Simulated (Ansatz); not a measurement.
Basis-set series for C₃H₉CuOSi, SMILES `C[Si](C)(C)[O][Cu]`. Total charge 0; spin multiplicity 1. The geometry is a stationary point of PBE0-D4/def2-TZVP. It is one conformer, not always the lowest.

```csv
functional,basis,functions,energy (Eh),HOMO (eV),LUMO (eV)
PBE0-D4,def2-SVP,150,-2123.97961,-6.46,-2.42
PBE0-D4,def2-TZVPP,356,-2124.55848,-6.81,-2.76
ωB97M-V,def2-SVP,150,-2124.35260,-8.83,-0.85
ωB97M-V,def2-TZVPP,356,-2124.94304,-9.16,-1.18
```

(1) Give the rows for def2-QZVPP. (Best estimate.)

Answers

(1) Ansatz gave: 
| functional | basis | functions | energy (Eh) | HOMO (eV) | LUMO (eV) |
| --- | --- | --- | --- | --- | --- |
| PBE0-D4 | def2-QZVPP | 668 | -2124.62320 | -6.83 | -2.74 |
| ωB97M-V | def2-QZVPP | 668 | -2125.00538 | -9.18 | -1.22 |

Scalar relativity is left out up to krypton.
